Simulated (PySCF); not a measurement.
Record of a relaxation.

Compound: benzonitrile, C7H5N.
Bonds: N1–C2 (triple), C2–C3, C3–C4 (aromatic), C4–C5 (aromatic), C5–C6 (aromatic), C6–C7 (aromatic), C7–C8 (aromatic), C3–C8 (aromatic). Hydrogens: H9 on C4; H10 on C5; H11 on C6; H12 on C7; H13 on C8.

Computed by this run: B3LYP/def2-SVP geometry optimisation, gas phase (PySCF 2.14.0); density fitting, grid level 1; the optimiser is geomeTRIC in internal coordinates, started from a GFN2-xTB structure. The frame can shift and turn from step to step; on so coarse a grid that alone can change the energy by a few meV, and forces under 0.02 eV/Å are noise.

Step 0: E = -8823.4031 eV, largest atomic force 1.918 eV/Å
```
atom  x, y, z in Å  |  force x, y, z in eV/Å
N1      3.560    0.627    0.035    1.889   0.331   0.020
C2      2.431    0.429    0.024   -0.906  -0.160  -0.008
C3      1.038    0.184    0.010   -0.130  -0.024   0.006
C4      0.143    1.250    0.101    0.034   0.148   0.007
C5     -1.216    1.002    0.086   -0.158   0.156   0.013
C6     -1.687   -0.297   -0.021   -0.200  -0.036  -0.003
C7     -0.797   -1.357   -0.111   -0.090  -0.195  -0.010
C8      0.564   -1.125   -0.094    0.084  -0.129  -0.014
H9      0.521    2.259    0.182    0.148   0.398   0.034
H10    -1.911    1.825    0.158   -0.303   0.356   0.026
H11    -2.750   -0.485   -0.034   -0.479  -0.085  -0.004
H12    -1.167   -2.369   -0.193   -0.163  -0.437  -0.035
H13     1.266   -1.943   -0.161    0.275  -0.323  -0.032
```

Step 1: E = -8823.4683 eV, largest atomic force 0.095 eV/Å
```
atom  x, y, z in Å  |  force x, y, z in eV/Å
N1      3.588    0.692   -0.037    0.068   0.011   0.003
C2      2.445    0.492   -0.050   -0.024  -0.004  -0.001
C3      1.031    0.244   -0.065   -0.020  -0.004  -0.002
C4      0.124    1.316    0.023    0.040   0.086   0.007
C5     -1.247    1.068    0.007   -0.051   0.054   0.004
C6     -1.725   -0.241   -0.097   -0.067  -0.011   0.000
C7     -0.827   -1.309   -0.185   -0.030  -0.069  -0.006
C8      0.547   -1.073   -0.170    0.067  -0.067  -0.003
H9      0.504    2.337    0.104   -0.007  -0.017  -0.002
H10    -1.949    1.904    0.076    0.012  -0.012  -0.002
H11    -2.801   -0.431   -0.110    0.017   0.003   0.000
H12    -1.199   -2.333   -0.267    0.007   0.016   0.002
H13     1.254   -1.903   -0.239   -0.012   0.013   0.001
```

Step 2: E = -8823.4685 eV, largest atomic force under 0.02 eV/Å
```
atom  x, y, z in Å  |  force x, y, z in eV/Å
N1      3.589    0.694   -0.036    0.006   0.002   0.002
C2      2.445    0.492   -0.049    0.004  -0.012  -0.002
C3      1.030    0.242   -0.066    0.001   0.011   0.002
C4      0.125    1.317    0.023   -0.006  -0.018  -0.002
C5     -1.248    1.070    0.006    0.002  -0.002  -0.001
C6     -1.725   -0.241   -0.097   -0.009  -0.001   0.000
C7     -0.828   -1.311   -0.185    0.003   0.006   0.001
C8      0.547   -1.076   -0.170    0.001   0.015   0.002
H9      0.505    2.338    0.104    0.001  -0.004  -0.001
H10    -1.949    1.905    0.075   -0.001  -0.002  -0.001
H11    -2.801   -0.430   -0.110    0.000   0.000   0.000
H12    -1.201   -2.334   -0.267   -0.001   0.002   0.001
H13     1.254   -1.905   -0.238    0.000   0.004   0.001
```

**Question.** Summarise the path.

**Answer.** The energy falls by 1.51 kcal/mol from step 0 to step 2; nine tenths of that is first reached at step 1. It falls at every step. The largest force goes from 1.918 to under 0.02 eV/Å. Among the bonds C2–C3 changes most, from 1.414 to 1.437 Å; the atoms move by 0.025 Å rms after alignment.

The cost below is that of the whole optimisation. Hardware: an Arm Neoverse V2 with one thread, on a shared host. Cost: 14 s of wall time, 0.58 GiB resident at most.
